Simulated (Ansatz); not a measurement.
Consider the formal exchange of groups at a Ge–N bond: `B[N]([GeH3])C=C` + `C=C=C` → `C=C=[CH][GeH3]` + `BNC=C`.

Computed with Ansatz on PBE0-D4/def2-TZVP structures; ΔE is electronic, products minus reactants. CCSD(T)/CBS adds triple-zeta CCSD(T) − MP2 to the extrapolated MP2 energy (def2 sets, frozen cores). This one scheme is used for every species. DFT in def2-TZVPP. B3LYP here is the variant with VWN-RPA as its local correlation; programs differ in this. For Ge outer-core shells are correlated without core-valence functions, which leaves a few kJ/mol of doubt a bond. Scalar relativity is left out up to krypton. Each species was taken in one conformer, which may not be the lowest.

Is it downhill or uphill in electronic energy at CCSD(T)/CBS, and by how much? (Best estimate.)

The calculation gave: Nearly level: ΔE = +1.6 kJ/mol.

What do these levels give: B3LYP-D4, ωB97X-V, B2PLYP, PBE, r2SCAN, B3LYP, HF/def2-TZVPP, CCSD/def2-TZVPP, CCSD(T)/def2-TZVPP, HF/def2-QZVPP, MP2/CBS(def2), CCSD/CBS(def2)? (Estimate.)

Ansatz gave: B3LYP-D4 -3.5, ωB97X-V -2.2, B2PLYP -5.2, PBE -12.7, r2SCAN -7.8, B3LYP -10.6, HF/def2-TZVPP -7.2, CCSD/def2-TZVPP 0.6, CCSD(T)/def2-TZVPP 1.9, HF/def2-QZVPP -6.7, MP2/CBS(def2) 1.0, CCSD/CBS(def2) 0.3 kJ/mol.

Largest T1 diagnostic among the species: 0.013.

The D4 term adds +7.1 kJ/mol with B3LYP and +3.8 kJ/mol with PBE0; it sums over pairs of atoms, weighted by their polarisabilities, and B3LYP, whose exchange is more repulsive, gets the larger term. In def2-TZVPP, CCSD(T) changes the Hartree–Fock value by +9.0 kJ/mol (the triples alone add +1.3 kJ/mol) and MP2 by +8.4 kJ/mol.
